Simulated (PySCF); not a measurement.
Species: C₄H₄FOP.
Atom-mapped SMILES: `[CH3:1][c:2]1[p:3][cH:4][o:5][c:6]1[F:7]`

Probes without a nucleus sit at each ring's centroid and 1 Å off its mean plane on both sides; NICS is minus the shielding there, NICSzz its component along the normal. Level: GIAO PBE0/pcSseg-1 (PySCF, non-relativistic, gas phase) on the GFN2-xTB geometry, one conformer.

Ring bond lengths (Å), with Mayer bond orders in brackets: C2–P3 1.784 (1.08), P3–C4 1.707 (1.58), C4–O5 1.344 (1.04), O5–C6 1.329 (1.10), C6–C2 1.354 (1.58).

Question: Give the NICS values of each ring in ppm.

Answer: 
```
          ring                                                     type  NICS(0)  NICS(1), two faces  NICS(1)zz, two faces  rms pucker (Å)  centre to ring atoms, mean (Å)
C2–P3–C4–O5–C6  5-membered ring with O and P; formal bonds all aromatic    -11.4         -9.7 / -9.7         -21.6 / -21.6            0.00                            1.27
```

Question: What do they say, and how far can they be read as aromaticity?

Answer: 
- C2–P3–C4–O5–C6: mean NICS(1)zz -21.6 ppm, shielded.

Question: What does the geometric index give? HOMA = 1 − mean of α(R − Ropt)² over the ring bonds, with Krygowski's 1993 parameters (CC: Ropt 1.388 Å, α 257.7 Å⁻²; CO: Ropt 1.265 Å, α 157.38 Å⁻²; CP: Ropt 1.698 Å, α 118.91 Å⁻²).

Answer: 
- C2–P3–C4–O5–C6: HOMA 0.44; the largest term is that of C4–O5, α(R − Ropt)² = 0.98.

Question: List the ring angles and the Hirshfeld charges of the ring atoms.

Answer: 
- C2–P3–C4–O5–C6: C2 108.2° (-0.097 e), P3 87.8° (+0.052 e), C4 116.1° (-0.050 e), O5 109.6° (-0.058 e), C6 118.3° (+0.140 e); sum 540.0° against 540° for a flat convex ring.

Question: What are the shieldings of the ring atoms and their hydrogens in the same run (means over atoms taken as equivalent)?

Answer: 
```
  atoms                        environment  σ isotropic (ppm)
     C2        substituted aromatic carbon               72.7
     P3           phosphorus bonded to 2 C              161.1
     C4  aromatic CH next to a ring oxygen                6.8
     O5                  furan-type oxygen                1.7
     C6                aromatic C–F carbon               18.4
H on C4                  aromatic hydrogen              23.24
```

On an Arm Neoverse V1 with one thread, shared host with 32 logical CPUs at a one-minute load of 16, this took 19 s wall (with the writing of density and orbital grids) and 0.70 GiB of memory at its peak. This is the whole shielding run at PBE0/pcSseg-1, SCF included.
